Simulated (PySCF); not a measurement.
C3H10AsGa.
Structure used (PBE0-D3(BJ)/def2-SVP), in Å, numbered top down from 1:
```xyz
15
C3H10AsGa angstrom
C     -2.4680    0.8748   -0.4028
C     -1.2480    0.8389    0.1364
C     -0.7327   -0.2763    0.9816
As     0.7045   -1.2311    0.0356
Ga     2.6982    0.3014   -0.6233
H     -3.1943    0.0720   -0.2378
H     -2.7869    1.7144   -1.0249
H     -0.5488    1.6621   -0.0565
H     -0.2597    0.1031    1.9016
H     -1.5235   -0.9888    1.2558
H      0.9403   -2.3891    0.9816
H     -0.1115   -1.9752   -0.9977
H      2.6576    1.1086    0.7394
H      3.8198   -0.7878   -0.8196
H      2.0488    0.9808   -1.8911
```

The calculation used TDDFT CAM-B3LYP/def2-SVPD, vertical, gas phase, core orbitals frozen in the response in PySCF. Relativistic effects, spin–orbit coupling among them, are left out although an element past zinc is present.

Transition dipole moments from the ground state, in atomic units and in the frame of the coordinates above (overall signs are arbitrary), for the states with f of 0.002 or more among the lowest 8:

```csv
state,E (eV),μx,μy,μz
S1,6.608,0.699,-0.332,-0.025
S2,6.647,-0.015,-0.233,0.079
S4,6.727,-1.191,0.010,-0.110
S5,7.065,0.138,0.153,-0.238
S6,7.093,0.559,0.305,-0.018
S7,7.131,-0.611,-0.119,-0.145
S8,7.189,0.784,-0.196,0.197
```

Problem. Work out the oscillator strengths.

Solution. f = (2/3) ΔE |μ|² with ΔE in hartree (27.2114 eV).

| state | \|μ\|² (au) | \|μ\| (D) | f |
| --- | --- | --- | --- |
| S1 | 0.599 | 1.97 | 0.097 |
| S2 | 0.061 | 0.63 | 0.010 |
| S4 | 1.430 | 3.04 | 0.236 |
| S5 | 0.099 | 0.80 | 0.017 |
| S6 | 0.405 | 1.62 | 0.070 |
| S7 | 0.408 | 1.62 | 0.071 |
| S8 | 0.691 | 2.11 | 0.122 |

Problem. Which bond between heavy atoms lies closest to the direction of the S4 transition dipole?

Solution. C1–C2, at 19° from it; next As4–Ga5 at 43°.

Problem. What angle do the transition dipoles of S1 and S7 make?

Solution. |cos θ| = |μa·μb| / (|μa| |μb|) = 0.78, so θ ≈ 39° (taken between 0 and 90°, since the signs are arbitrary).

Problem. How is the summed strength of these states shared among x, y and z?

Solution. (2/3) Σ ΔE μα² gives 0.544 for x, 0.056 for y and 0.023 for z, 0.623 in all.

Problem. What peak molar absorption coefficient would the strongest computed level give as a lone Gaussian band 0.5 eV wide at half height?

Solution. ε(max) = 2.175×10⁸ f / FWHM, with the width in cm⁻¹. S4: 2.175×10⁸ × 0.2357 / 4033 ≈ 13000 L mol⁻¹ cm⁻¹.

The vertical ionisation energy (ΔSCF) is 9.70 eV, 2.51 eV above S8.

One conformer stands for the species.
